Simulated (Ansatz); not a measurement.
A run for Ansatz (a program for electronic structure): U-SVWN5/def2-TZVPP on N2-, 2S+1 = 2, a spin state set in the input, which need not be the lowest, a point of a bond scan (R = 1.187 Å). Charge -1.

Ansatz 0.2 input:
```yaml
crystal:
  periodic: [false, false, false]
  atoms:
    - {symbol: N, position_ang: [0.00000000, 0.00000000, 0.00000000]}
    - {symbol: N, position_ang: [0.00000000, 0.00000000, 1.18695800]}
basis:
  gaussian:
    orbitals: def2-TZVPP
    pivot_positions_ang: [[0.00000000, 0.00000000, 0.00000000], [0.00000000, 0.00000000, 1.18695800]]
hamiltonian:
  xc: {name: SVWN5}
total_charge: -1
magnetization: {spin_polarized: true, initial_magnetization: 1}
output: {forces: true, orbitals: {seedname: ./end}}
```

Program output:

```
WARN ansatz: RAYON_NUM_THREADS=1 ignored (pool sized by the plan → 1); use --threads N
Functional definition: SVWN5
integrals: 0.01 GiB planned
310 factors; their error is unknown
mean field: 0.11 GiB planned
mean field evaluation 1: about -2955.4204 eV, gradient 7.3e0 eV
mean field evaluation 2: about -2955.3620 eV, gradient 8.0e0 eV
mean field evaluation 4: about -2955.5751 eV, gradient 3.4e0 eV
mean field evaluation 8: about -2955.5949 eV, gradient 2.5e0 eV
mean field evaluation 16: about -2955.5477 eV, gradient 4.5e0 eV
mean field -2955.60899620 eV, -108.6166272267 hartree, gradient 9.5e-6 eV, S^2 0.751105; 1 other end points of the search recorded, 0 dependent functions left out
the calculation of the forces begins
reference -2955.60900947 eV, -108.6166277143 hartree; 8, 7 occupied and 54, 55 virtual orbitals, 310 factors
Total energy: -2955.60900947 eV, -108.6166277143 hartree
Atom 0 at     0.000000     0.000000     0.000000 Å, force     0.000000    -0.000000     0.003333 eV/Å
Atom 1 at     0.000000     0.000000     1.186958 Å, force    -0.000000     0.000000    -0.003333 eV/Å
Dipole moment:     0.000000    -0.000000     0.000000 e Å
```

Self-consistency was reached.

Cost: about 0.6 core-seconds (a rough figure).
